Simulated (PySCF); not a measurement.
# From computed data to an observable: chemical shift, span and skew from a shielding tensor

Se(Br)(OMe) (CH3BrOSe), SMILES CO[Se]Br. Atoms are numbered in the order given.

```xyz
7

Se    -0.0271    -0.4584     0.8952
Br     0.7973     1.1053    -0.6362
O     -0.8721    -1.5993    -0.1749
C     -2.1137    -1.1764    -0.7016
H     -1.9777    -0.3519    -1.4220
H     -2.5360    -2.0443    -1.2286
H     -2.8098    -0.8514     0.0897
```
Charge 0, spin multiplicity 1.

The structure is a stationary point at PBE0-D3(BJ)/def2-SVP. The structure was generated by enumeration, and PubChem lists no compound with its InChIKey, so it may never have been made. The values are those of a single conformer.

GIAO shieldings from PBE0/pcSseg-1 (PySCF), non-relativistic, no solvent. The symmetric part of the tensor of Se1 has the principal values -1277.4, -270.7, 133.9 ppm. The same nucleus in Me2Se has σ = 1740.1 ppm at this level (PySCF, at its B3LYP-D3(BJ)/def2-TZVP geometry). Without spin–orbit terms, shifts of atoms bonded to Cl or Br come out too high.

**Question.** Work out the isotropic shielding, the ⁷⁷Se shift against Me2Se, the span and the skew.

**Answer.** 
σ(iso) = (σ11 + σ22 + σ33)/3 = -471.4 ppm. δ = σ(ref) − σ(iso) = 1740.1 − (-471.4) = 2211.5 ppm.
Span Ω = σ33 − σ11 = 1411.3 ppm. Skew κ = 3(σ(iso) − σ22)/Ω = -0.43. Tumbling in solution averages the tensor to δ; in a static solid the shielding alone would spread this spin-1/2 line over Ω.
